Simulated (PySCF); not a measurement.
# TDDFT excited states: C7H13Al

Species: C7H13Al.
Bonds: C1–C2 (double), C2–Al3, Al3–C4, C4–C5, C5–C6, C6–C7, C7–C8, C4–C8. Hydrogens: H9, H10 on C1; H11 on C2; H12 on Al3; H13 on C4; H14, H15 on C5; H16, H17 on C6; H18, H19 on C7; H20, H21 on C8.

Computed, not measured: PySCF 2.14.0, density-fitted response routines, TDDFT CAM-B3LYP/def2-SVPD, vertical, gas phase, core orbitals frozen in the response. Isolated species at its PBE0-D3(BJ)/def2-SVP geometry (one conformer only).

```
state  E (eV)  λ (nm)  ν̃ (cm⁻¹)       f  |μ| (D)   main configurations (H = HOMO, L = LUMO)
   S1    4.78   259.1      38590  0.0005     0.16                                  H→L (91%)
   S2    5.30   234.1      42720  0.0006     0.17                                H-2→L (90%)
   S3    6.13   202.4      49410   0.274     3.43                                H-1→L (98%)
   S4    6.78   182.8      54700   0.022     0.93    H→L+2 (28%), H→L+1 (27%), H-2→L+2 (27%)
   S5    6.79   182.5      54800   0.042     1.28    H→L+1 (60%), H→L+2 (14%), H-2→L+2 (12%)
   S6    7.29   170.2      58770  0.0012     0.21                                H-4→L (87%)
   S7    7.41   167.3      59770   0.018     0.80  H-1→L+1 (35%), H→L+2 (21%), H-1→L+3 (14%)
   S8    7.44   166.6      60010  0.0066     0.48                 H→L+3 (56%), H-2→L+1 (10%)
   S9    7.51   165.1      60580   0.072     1.59  H→L+2 (26%), H-2→L+2 (25%), H-1→L+1 (22%)
  S10    7.52   164.8      60670   0.012     0.66                   H-5→L (48%), H-3→L (31%)
```

Triplets (Tamm–Dancoff): T1 3.96 eV, H-1→L (69%), H-1→L+2 (25%); T2 4.46 eV, H→L (79%), H-2→L (13%); T3 4.88 eV, H-2→L (76%), H→L (14%); T4 6.26 eV, H-2→L+2 (44%), H-8→L (22%), H→L+2 (17%).

The lowest singlet comes at 259 nm (462 kJ/mol) in the ultraviolet; it is dark (f under 0.0005); its leading configuration is HOMO→LUMO (91%). The most intense listed level is S3 at 6.13 eV (202 nm, f = 0.274), 1.34 eV above S1. Löwdin shares by element: HOMO carbon 49% or more, aluminium 18% (atoms not listed hold the other 33%); LUMO aluminium 40%, carbon 34% or more, hydrogen 6% or more (atoms not listed hold the other 20%). The listed states span 2.74 eV, and the widest gap between neighbours is 0.83 eV (S2 to S3). Of the 10 states listed, 6 reach f = 0.01 and 1 stays under 0.0005. The oscillator strengths of these states sum to 0.449; summed over the whole spectrum of an exact calculation they would give the number of electrons, 68 (Thomas–Reiche–Kuhn). The vertical ionisation energy (ΔSCF) is 9.14 eV, 1.61 eV above S10. The window holds the lowest 10 singlets.
